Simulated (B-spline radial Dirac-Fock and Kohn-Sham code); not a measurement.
## Dipole and non-dipole photoemission parameters of Mg 2p3/2

System: the Mg atom in the configuration [Ne] 3s2; threshold 55.13 eV (orbital energy of the model). Calculated with a radial atomic solver, using Dirac-Hartree-Slater photoionisation with a Latter tail; cross sections with all multipoles, angular parameters from the dipole term and its interference with E2.

The run's input, task.json:

```json
{"items": [{
  "Z": 12,
  "q": 0,
  "cfg": [[1, 0, 2], [2, 0, 2], [2, 1, 6], [3, 0, 2]],
  "A": 24,
  "rrms": 3.057,
  "do": "xps",
  "hv": [60, 79.3, 80, 117.0, 150, 171.0, 207.0, 241.0, 432.0, 671.0, 800, 950.0, 1000.0, 1210.0, 1430.0, 1486.9, 1960.0, 2230.0, 2450.0, 2520.0, 4690.0, 5260.0, 5414.7, 6170.0, 7390.0, 8630.0, 9251.7, 11300.0, 12000, 13900.0],
  "edges": {"K": 1303.0, "L1": 88.6}
}]}
```

Launch: `python xray2_run.py task.json out`

For linearly polarised light dσ/dΩ = σ/(4π) [1 + β P₂(cos θ) + (δ + γ cos²θ) sin θ cos φ], with θ from the polarisation vector and φ the angle between the beam and the projection of the electron momentum on the plane normal to the polarisation.

```
hν (eV)    σ (kb)      β       γ      δ
   79.3      4510  0.858  -0.013  0.010
     80      4510  0.876  -0.012  0.010
    117      3160  1.321   0.025  0.011
    150      1970  1.435   0.056  0.012
    171      1480  1.468   0.076  0.012
    207       961  1.490   0.108  0.013
    241       663  1.492   0.136  0.014
    432       140  1.394   0.262  0.022
    671         ?      ?       ?      ?
    800      22.4  1.168   0.414  0.039
    950      13.0  1.091   0.456  0.046
   1000      11.1  1.067   0.468  0.049
   1210      5.97  0.976   0.512  0.060
   1430      3.43  0.895   0.549  0.071
 1486.9      3.01  0.876   0.557  0.074
   1960      1.18  0.744   0.612  0.096
   2230     0.751  0.685   0.636  0.109
   2450     0.540  0.644   0.653  0.118
   2520     0.489  0.631   0.659  0.121
   4690    0.0516  0.398   0.781  0.202
   5260    0.0337  0.362   0.807  0.220
 5414.7    0.0302  0.353   0.813  0.224
   6170    0.0185  0.314   0.844  0.247
   7390   0.00927  0.264   0.888  0.280
   8630   0.00509  0.222   0.927  0.311
 9251.7   0.00388  0.204   0.944  0.325
  11300   0.00177  0.155   0.991  0.370
  12000   0.00140  0.140   1.005  0.385
  13900  0.000780  0.107   1.036  0.422
```

Q: Give the values at 671 eV.

A: σ = 38.4 kb, β = 1.242, γ = 0.370, δ = 0.032.
